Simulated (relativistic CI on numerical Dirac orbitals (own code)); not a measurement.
What each ingredient does to the levels of Bi⁵⁵⁺

Base calculation: Dirac-Coulomb-Breit CI, orbitals from a KLI potential per configuration, model QED (radiative potential, 1s self-energy scaled to tabulated hydrogen-like ionisation energies), unscaled Slater integrals.

CI space (outside the closed core [Ne]): 3s²3p⁶3d¹⁰, 3s²3p⁶3d⁹4s, 3s²3p⁶3d⁹4p, 3s²3p⁶3d⁹4d, 3s²3p⁵3d¹⁰4s, 3s²3p⁶3d⁹4f, 3s²3p⁵3d¹⁰4p, 3s²3p⁶3d⁸4s², 3s²3p⁵3d¹⁰4d, 3s²3p⁶3d⁸4s4p, 3s3p⁶3d¹⁰4s, 3s²3p⁶3d⁹5s, 3s²3p⁵3d¹⁰4f, 3s²3p⁶3d⁸4p², 3s²3p⁶3d⁸4s4d, 3s²3p⁶3d⁹5p, 3s3p⁶3d¹⁰4p, 3s²3p⁵3d⁹4s², 3s²3p⁶3d⁸4p4d, 3s²3p⁶3d⁹5d, 3s²3p⁶3d⁹5f, 3s²3p⁵3d⁹4s4p, 3s²3p⁶3d⁹5g, 3s3p⁶3d¹⁰4d, 3s²3p⁶3d⁸4d², 3s²3p⁵3d⁹4p², 3s²3p⁵3d⁹4s4d, 3s3p⁶3d¹⁰4f, 3s3p⁶3d⁹4s², 3s²3p⁵3d¹⁰5s, 3s²3p⁴3d¹⁰4s², 3s²3p⁶3d⁹6s, 3s²3p⁵3d⁹4p4d, 3s²3p⁶3d⁹6p, 3s²3p⁵3d¹⁰5p, 3s²3p⁶3d⁹6d. Levels of other configurations are missing.

The lowest level and the first level of each name with at least 55 % of one term (blank where a level has no safe partner in the second run):

| Level | Base (eV) | Shift (eV) |
| --- | --- | --- |
| 3s²3p⁶3d¹⁰ ¹S0 | 0.00 | 0.00 |
| 3s²3p⁶3d⁹4s ³D3 | 2107.51 | +1.82 |
| 3s²3p⁶3d⁹4s ¹D2 | 2109.78 | +1.82 |
| 3s²3p⁶3d⁹4s ³D1 | 2223.44 | +1.82 |
| 3s²3p⁶3d⁹4s ³D2 | 2224.82 | +1.82 |
| 3s²3p⁶3d⁹4p ³F°2 | 2342.62 | +1.90 |
| 3s²3p⁶3d⁹4p ³F°4 | 2415.71 | +1.90 |
| 3s²3p⁶3d⁹4p ¹P°1 | 2419.27 | +1.90 |
| 3s²3p⁶3d⁹4p ³D°3 | 2421.84 | +1.90 |
| 3s²3p⁶3d⁹4p ³P°0 | 2527.91 | +1.90 |
| 3s²3p⁶3d⁹4d ¹P1 | 2629.76 | +1.98 |
| 3s²3p⁶3d⁹4d ³G5 | 2631.79 | +1.97 |
| 3s²3p⁶3d⁹4d ³D3 | 2636.62 | +1.97 |
| 3s²3p⁶3d⁹4d ³F4 | 2638.86 | +1.97 |

At this charge energies of transitions that change n are usually good to better than 1 %, and those within a shell (Δn = 0) to a few per cent.

Question: One thing was changed in a second run, which moved the levels as shown. Which?
A. Breit term removed
B. one mean potential for all configurations
C. configuration mixing switched off
D. P86 correlation estimate
E. non-relativistic limit
F. QED terms removed

Answer: D. P86 correlation estimate. A correlation estimate moves all levels of a configuration together before mixing; mixed levels move by a weighted share.

LS names give the leading component of a level, which can be under half, so a name can repeat, a term be missing and a line seem to break the LS rules.
